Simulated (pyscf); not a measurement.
Optimised with ωB97X-D3(BJ)/def2-SVP in PySCF. Correlated levels are frozen-core, on RHF or UHF. ΔMP2 is the change of the MP2 total energy from the triple- to the quadruple-zeta basis. Singlets are restricted, triplets unrestricted.

Singlet (Å):
```xyz
3

Sn     0.8034    -0.2230    -0.1110
H      0.0268    -0.4634    -1.6850
H      0.1039     1.3996     0.0173
```

Triplet (Å):
```xyz
3

Sn     0.6569    -0.0857    -0.2545
H      0.0935    -0.6912    -1.7588
H      0.1837     1.4904     0.2345
```

### Question
For these two minima of `[SnH2]`, which spin state lies lower at CCSD(T)/def2-TZVPP + ΔMP2(QZVPP), and by how much (electronic energies)?

### Answer
The singlet, by 118.7 kJ/mol. Zero-point energy shifts E(triplet) − E(singlet) by +0.5 kJ/mol. 

E(triplet) − E(singlet) by level (kJ/mol):

```json
[
 {"level": "ωB97X-D3(BJ)/def2-TZVP", "gap": "+127.9"},
 {"level": "PBE/def2-TZVP", "gap": "+116.0"},
 {"level": "r²SCAN/def2-TZVP", "gap": "+96.1"},
 {"level": "B3LYP-D3(BJ)/def2-TZVP", "gap": "+126.9"},
 {"level": "PBE0-D3(BJ)/def2-TZVP", "gap": "+107.1"},
 {"level": "M06-2X/def2-TZVP", "gap": "+88.8"},
 {"level": "ωB97M-D3(BJ)/def2-TZVP", "gap": "+119.3"},
 {"level": "HF/def2-TZVP", "gap": "+55.5"},
 {"level": "MP2/def2-QZVPP", "gap": "+118.3"},
 {"level": "CCSD/def2-TZVPP", "gap": "+109.3"},
 {"level": "CCSD(T)/def2-TZVPP", "gap": "+111.5"},
 {"level": "CCSD(T)/def2-TZVPP + ΔMP2(QZVPP)", "gap": "+118.7"}
]
```

The triplet is the lowest one reached from the SCF start used. The CCSD(T) − MP2 part came from Ansatz, without density fitting, on the same reference. The frozen core leaves the outer d or s,p core shells of the metals and heavy elements correlated in the MP2 and CC values, and def2-TZVPP describes them poorly, which can shift differences by a few kcal/mol. Elements past Kr carry the def2 core potentials, without spin-orbit coupling.
